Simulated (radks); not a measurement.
The numbers below are computed, except where a source is named.
Spherical quantum dot in the effective-mass picture: electrons in a parabolic well V = omega^2 r^2 / 2 with omega = 4.82, with a point charge +2 (a donor) at the centre, all in effective atomic units (hartree* = m*/eps^2 hartree, bohr* = eps/m* bohr), one dielectric constant everywhere. Level of theory: non-relativistic Kohn-Sham, PBEsol, spin-polarised, spherical densities (a radial shooting solver with Libxc functionals). Levels are named by radial order and angular momentum (1s, 1p, 1d, 2s, ...), and open shells are averaged over m.

N = 3, configuration 1s2 1p(up 1, down 0). This is the lowest configuration that the search found. Occupied and some empty levels:

level,occupation,eigenvalue (hartree*),<r> (bohr*)
1s up,1,5.8160,0.4400
1s down,1,5.9751,0.4368
1p up,1,12.052,0.6624
1p down,0,12.281,0.6628
2s up,0,15.843,0.7411
2s down,0,15.993,0.7445
1d up,0,17.175,0.8117
1d down,0,17.393,0.8144
1f up,0,22.111,0.9343
1f down,0,22.296,0.9373

Energy (hartree*): total 16.7898, kinetic 16.489, external -4.7036, Hartree 7.9407, exchange-correlation -2.9365.

Electron density:

r (bohr*),n(r) (e/bohr*^3)
0.0226,11.79
0.108,8.327
0.193,5.854
0.278,4.095
0.363,2.840
0.449,1.938
0.534,1.289
0.619,0.8259
0.704,0.5054
0.789,0.2929
0.875,0.1599
0.960,0.08192
1.04,0.03927
1.13,0.01764
